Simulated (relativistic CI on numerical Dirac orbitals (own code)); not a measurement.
# Hyperfine structure of In²⁺, mass number 115

Computed by Dirac-Coulomb-Breit CI, orbitals from a KLI potential per configuration, QED by a radiative potential, valence Slater integrals scaled by 0.85, P86 correlation energy added to each configuration (own radial code, finite nucleus).

Configurations in the expansion (outside the closed core [Kr]): 4d¹⁰5s, 4d¹⁰5p, 4d¹⁰5d, 4d¹⁰6s, 4d⁹5s², 4d¹⁰6p, 4d¹⁰4f, 4d¹⁰7s, 4d¹⁰6d, 4d¹⁰7p, 4d¹⁰5f, 4d⁹5s4f, 4d¹⁰5g, 4d⁸5s5p², 4d⁹5s5p, 4d¹⁰8s. Levels of other configurations are missing.

Nuclear spin I = 9/2, μ = 5.5326 μN, Q = 0.772 b (tables of Stone and Pyykkö). The electronic factors are computed for point nuclear moments, without core polarisation; leaving it out makes A of s and p electrons in near-neutral atoms 20 to 40 % too small, and it can dominate for d and f shells.

```tsv
Level	E (cm⁻¹)	A (MHz)	B (MHz)
4d¹⁰5s ²S1/2	0.0	20640	
4d¹⁰5p ²P°1/2	55096.0	4096	
4d¹⁰5p ²P°3/2	58989.7	660.9	769
4d⁹5s² ²D5/2	120775.0	614.4	-736
4d¹⁰6s ²S1/2	120887.5	5538	
4d¹⁰5d ²D3/2	121797.7	223	11.1
4d¹⁰5d ²D5/2	123630.3	453.4	-508
4d⁹5s² ²D3/2	129016.3	2373	-951
```

Levels with J = 0, under 50 % of one LS term, or S terms without an open s electron are left out. Small factors come from cancelling terms and can be off by tens of per cent or more.

Correlation outside the listed configurations is missing or only estimated: errors of thousands of cm⁻¹ between configurations and terms are usual at this charge. Rates and lifetimes follow the computed energies and can be off by large factors. The fine structure of a lone outer electron comes out too small, for d and f at times inverted, and misplaced configurations move strength between like terms. 15 of the 17 excited levels that our extract of the measured tables holds in this range could be paired (the sources list more); they are missed by 5433 cm⁻¹ on average and 6747 at most, and levels without a partner can miss by more.

Q: Give the hyperfine levels of 4d¹⁰5s ²S1/2 relative to its centre of gravity.

A: With K = F(F + 1) − I(I + 1) − J(J + 1), E = AK/2: F = 4: -56760, F = 5: 46440 MHz.

LS names give the leading component of a level, which can be under half, so a name can repeat, a term be missing and a line seem to break the LS rules.
